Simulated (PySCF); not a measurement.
Level of theory: PySCF, delta-SCF UKS SCAN, pcX-2 on the ionised atom, pcseg-1 elsewhere, spin-free X2C. Geometries: PBE0-D3(BJ)/def2-SVP; isolated species, one conformer each. Kα1 is taken as the energy difference of the 1s-hole and 2p3/2-hole states at the ground state's geometry. The 2p values add to the ΔSCF energy of one spin-free hole a correction within the shell (spin–orbit coupling, ligand field).

| site | Si 2p3/2 (eV) |
| --- | --- |
| silicon in `C[Si](C)(C)P` | 106.00 |
| silicon in `CCCCS[Si@H](C)Cl` | 107.56 |
| silicon in `N[SiH](N)S` | 107.29 |

Question: What are the Si 1s binding energies, and the Kα1 emission energies that follow?

Answer: 
```csv
site,bonded to,1s (eV),2p3/2 (eV),Kα1 = 1s − 2p3/2 (eV)
silicon in `C[Si](C)(C)P`,3 C and P,1845.80,106.00,1739.80
silicon in `N[SiH](N)S`,"2 N, S and H",1847.33,107.29,1740.04
silicon in `CCCCS[Si@H](C)Cl`,"Cl, S, C and H",1847.49,107.56,1739.93
```

Ranges: 1s 1.69 eV, 2p3/2 1.56 eV, Kα1 0.24 eV. A straight-line fit of 1s on 2p3/2 has slope 1.11.
